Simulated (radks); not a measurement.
Numerical settings for the tellurium ion Te+, [Kr] 4d10 5s2 5p3. Method: Dirac Kohn-Sham, PBE, spin-unpolarised, spherical densities, point nucleus; open shells are shared between the two j in proportion to 2j + 1; computed with a radial shooting solver on a logarithmic mesh with Libxc functionals. The defaults (mesh step 0.008 in ln r, mesh end at 40 bohr or more with all orbitals vanishing there, Anderson mixing 0.5 over 9 steps, residual threshold near 1e-9 with the energy settled to 1e-9 hartree or 1e-11 of itself, here a cap of 69 iterations) give E = -6796.4448 hartree and 5p3/2 at -13.392 eV in 14 iterations. Run on one thread of a shared host, so times are rough (Arm Neoverse V1): 0.15 s of CPU time, 0.15 s wall, 14 iterations on 2602 mesh points. Changes against that run (0 stands for a change within the tolerance of the run):

setting                    iterations  converged  E (mhartree)  e(5p3/2) (meV)  CPU (s)
mesh step in ln r 0.05             14        yes       +0.0999        -0.00669     0.04
mesh step in ln r 0.03             14        yes      +0.00593               0     0.05
mesh step in ln r 0.02             14        yes     +0.000439               0     0.07
mesh end (bohr) 400                14        yes             0               0     0.16
mesh end (bohr) 12                 14        yes       +0.0003         +0.0309     0.14
residual threshold 1e-13           20        yes             0               0     0.19
residual threshold 1e-16           69         no             0               0     0.37
mixing 2.5                         15        yes             0               0     0.16
linear mixing, mixing 0.2          69         no             0               0     0.52
linear mixing, mixing 0.8          44        yes             0               0     0.38
mixing history 3                   15        yes             0               0     0.15
iteration cap 5                     5         no        +0.021           +83.9     0.06

No run marked as converged misses the energy by more than 1 mhartree. A mesh that ends early acts as a hard wall.
